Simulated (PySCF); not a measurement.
## Spin states and ions at one geometry of [Bi(CCH)]2+

PySCF 2.14.0, RKS PBE0, Bi def2-SVP with ECP60, C def2-SVP, H def2-SVP; non-relativistic Hamiltonian with scalar-relativistic core potentials where named; density fitting; no spin-orbit coupling; singlets restricted, open shells unrestricted. The geometry is relaxed for charge +2, singlet, vacuum:

```xyz
4

Bi    0.0000    0.0000   -0.1908
C     0.0000    0.0000    1.8708
C     0.0000    0.0000    3.1163
H     0.0000    0.0000    4.2135
```

Energies count from the relaxed state; an electron taken off or put on is at rest in vacuum. Charges and spins are Mulliken's.

```json
{"state": "charge +2, singlet, vacuum", "energy (eV)": "0.00", "spin squared": "0.00", "charge on Bi1 (e)": "1.70", "spin on Bi1 (e)": "0.00", "dipole about the centre of mass (D)": "5.39"}
{"state": "charge +2, triplet, vacuum", "energy (eV)": "2.16", "spin squared": "2.01", "charge on Bi1 (e)": "1.44", "spin on Bi1 (e)": "0.89", "dipole about the centre of mass (D)": "8.69"}
{"state": "charge +3, doublet, vacuum", "energy (eV)": "22.43", "spin squared": "0.75", "charge on Bi1 (e)": "2.18", "spin on Bi1 (e)": "-0.01", "dipole about the centre of mass (D)": "11.34"}
```

Question: What does the state charge +1, doublet, vacuum give?

Answer: energy (eV) -14.07, spin squared 0.76, charge on Bi1 (e) 1.00, spin on Bi1 (e) 0.95, dipole about the centre of mass (D) 2.21.

With an electron taken off (doublet) the charges change, summed by element, by Bi +0.48 e, C +0.45 e, H +0.07 e. The vertical ionisation energy is 22.43 eV, against −ε(HOMO) = 20.32 eV of the relaxed state. The level lies 2.1 eV too high, as is usual for semilocal functionals and global hybrids, which keep a self-interaction error.

With an electron put on (doublet) the charges change, summed by element, by Bi -0.70 e, C -0.22 e, H -0.07 e. The vertical electron affinity is 14.07 eV, against −ε(LUMO) = 16.24 eV of the relaxed state.

Open shells may have lower solutions than those found.
